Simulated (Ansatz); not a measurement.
The cluster Be6⁺, relaxed as a doublet with UKS PBE0/def2-TZVP in Ansatz, starting from the GFN2-xTB geometry. Force threshold 0.02 eV/Å.

The structure comes from a short search, and lower isomers may exist.

Start:

```xyz
6

Be    0.6698   -0.1975    1.1518
Be   -1.6731   -0.7240   -0.3783
Be   -1.2869    1.1015    0.1104
Be    1.5622   -0.1482   -0.6199
Be    0.6429    1.5106    0.0580
Be    0.0852   -1.5424   -0.3220
```

| step | energy (eV) | largest force component (eV/Å) | SCF passes |
| --- | --- | --- | --- |
| 1 | -2390.2619 | 1.335 | 55 |
| 2 | -2390.6255 | 0.420 | 40 |
| 3 | -2390.8252 | 0.573 | 37 |
| 4 | -2391.0865 | 0.577 | 40 |
| 5 (rejected) | -2391.0709 | 0.744 | 42 |
| 6 | -2391.1617 | 0.113 | 38 |
| 7 | -2391.1871 | 0.135 | 38 |
| 8 | -2391.2431 | 0.264 | 38 |
| 9 | -2391.2914 | 0.193 | 43 |
| 10 | -2391.3022 | 0.068 | 38 |
| 11 | -2391.3042 | 0.026 | 36 |
| 12 | -2391.3044 | 0.004 | 27 |

Force components are those of the run's own axes.

End:

```xyz
6

Be    0.838   -0.009    1.220
Be   -2.147   -1.012   -0.552
Be   -0.783    0.600   -0.173
Be    1.307    0.051   -0.697
Be    0.977    1.775    0.294
Be   -0.193   -1.405   -0.091
```

Bonds formed: Be1–Be3, Be3–Be4, Be3–Be6 (atoms count from 1). The end is the same structure that another start reached, the lowest one found.

No frequencies were taken in this run, so the end may be a saddle point.

Hardware: 4 threads of Arm Neoverse V1 on a shared host. Wall time 16 s.
